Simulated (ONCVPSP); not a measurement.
**What one change does to a pseudopotential (N (Z = 7), ONCV)**

* Element: N (Z = 7)
* Generator: ONCVPSP 4.0.1
* Type: optimised norm-conserving Vanderbilt (ONCV)
* Functional: PBEsol
* Relativity: scalar-relativistic
* Frozen core: [He]
* Valence charge: 5
* Reference configuration: 2s1 2p4
* Partial waves: 2s: rc 1.05 bohr, ncon 4, nbas 8, qcut 7.4 1/bohr, 2 projectors, debl 1.6 Ha; 2p: rc 2.50 bohr, ncon 4, nbas 9, qcut 5.5 1/bohr, 2 projectors, debl 1.4 Ha; d scattering state at 0.16 Ha: rc 1.90 bohr, ncon 5, nbas 8, qcut 5 1/bohr, 2 projectors, debl 0.8 Ha
* Local potential: polynomial inside 0.80 bohr (lpopt 2, dvloc0 0 Ha)
* Core correction: polynomial model core, fcfact 0.55

Change: local potential polynomial inside 0.80 bohr (lpopt 2, dvloc0 -2.5 Ha).

Cutoffs: the cutoffs (Ha) at which the residual kinetic energy of the hardest occupied pseudo-wave falls to 1 and 0.1 mHa per electron; they do not see the model core or the augmentation charge, which bear on the density cutoff. Errors are all-electron minus pseudo energies relative to the spin-unpolarised reference configuration.

How do hardness, ghosts and transferability respond?

The potential gets neither clearly harder nor softer (25 Ha and 83 Ha → 25 Ha and 83 Ha); a bound ghost appears in d, which as a rule spoils a file; the errors of the 4 common tests hardly move. In the separable form a ghost depends on how the local part lies against the semilocal potential of the channel, so the choice of the local part can create or remove one.

| quantity | base | changed |
| --- | --- | --- |
| cutoff, loose | 25 Ha | 25 Ha |
| cutoff, tight | 83 Ha | 83 Ha |
| bound ghosts | none | d |
| GHOST(+) flags under 300 eV | none | none |
| error for 2s2 2p3, meV [ΔE -11.43 eV] | -43 | -43 |
| error for 2s2 2p2, meV [ΔE 2.09 eV] | +340 | +340 |
| error for 2s2 2p1, meV [ΔE 30.82 eV] | +1706 | +1706 |
| error for 2s0 2p5, meV [ΔE 11.46 eV] | -42 | -42 |
| s: phases at 1.06 bohr within 0.05 rad from the reference energy up to (Ha; the scan ends near 5) | to the end of the scan | to the end of the scan |
| p: phases at 2.53 bohr within 0.05 rad from the reference energy up to (Ha; the scan ends near 5) | 3.4 | 2.8 |
| d: phases at 1.92 bohr within 0.05 rad from the reference energy up to (Ha; the scan ends near 5) | 4.4 | 4.0 |
| rms error of d²Exc/dni dnj with the model core, mHa | 0.79 | 0.79 |

 A true bound ghost makes a file unfit for plane-wave use even where its test errors are small: the radial tests pick states by their node count and pass the ghost by.
